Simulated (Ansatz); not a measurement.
Ansatz (a program for electronic structure) input (CCSD(T)/cc-pV(Q+d)Z): A basis named .json is the Basis Set Exchange file of that set (core-valence sets with the plain set on hydrogen).

Ansatz 0.2 input:
```yaml
crystal:
  periodic: [false, false, false]
  atoms:
    - {symbol: C, position_ang: [-0.00000000, -0.00000000, -1.22427249]}
    - {symbol: Cl, position_ang: [0.00000000, 0.00000000, 0.43209617]}
basis:
  gaussian:
    orbitals: cc-pV_Q+d_Z.json
magnetization: {spin_polarized: true, initial_magnetization: 1}
correlation: {method: ccsd_t, electrons: outside_noble_gas}
```

Output:

```
Functional definition: HF
integrals: 0.29 GiB planned
726 factors; integrals over basis functions are off by at most 7.0e-4 eV
mean field: 0.27 GiB planned
mean field evaluation 1: about -13530.5256 eV, gradient 8.4e0 eV
mean field evaluation 2: about -13530.5266 eV, gradient 8.4e0 eV
mean field evaluation 4: about -13531.2625 eV, gradient 1.9e0 eV
mean field evaluation 8: about -13531.3132 eV, gradient 3.3e-3 eV
mean field evaluation 16: about -13531.3102 eV, gradient 2.9e-1 eV
mean field evaluation 32: about -13530.2893 eV, gradient 6.0e0 eV
mean field evaluation 64: about -13526.2182 eV, gradient 5.9e-3 eV
mean field evaluation 96: about -13527.6116 eV, gradient 5.4e0 eV
mean field -13531.31317481 eV, -497.2665873208 hartree, gradient 7.8e-6 eV, S^2 0.765426; 5 other end points of the search recorded, 0 dependent functions left out
determinant -13531.31317481 eV, -497.2665873208 hartree, with singles and doubles -13540.89243457 eV, -497.6186186238 hartree
determinant -13527.98225498 eV, -497.1441782747 hartree, with singles and doubles -13537.48548322 eV, -497.4934154713 hartree
6 core orbitals not correlated
reference -13531.31317481 eV, -497.2665873208 hartree; 6, 5 occupied and 107, 108 virtual orbitals, 726 factors
second order -8.67231936 eV of doubles, -0.00000000 eV of singles
coupled cluster: 0.70 GiB planned
cycle   1  -9.40806389 eV  change   -8.1e-1 eV  update   2.2e-2
cycle   2  -9.44295501 eV  change   -3.5e-2 eV  update   5.3e-3
cycle   3  -9.44256185 eV  change    3.9e-4 eV  update   2.8e-3
cycle   4  -9.44542961 eV  change   -2.9e-3 eV  update   1.1e-3
cycle   5  -9.44638709 eV  change   -9.6e-4 eV  update   6.1e-4
cycle   6  -9.44642297 eV  change   -3.6e-5 eV  update   1.9e-4
cycle   7  -9.44646897 eV  change   -4.6e-5 eV  update   5.6e-5
cycle   8  -9.44646451 eV  change    4.5e-6 eV  update   1.9e-5
cycle   9  -9.44645345 eV  change    1.1e-5 eV  update   5.6e-6
perturbative correction -0.49981406 eV, -0.0183678280 hartree
Total energy: -13541.25944232 eV, -497.6321059101 hartree
```
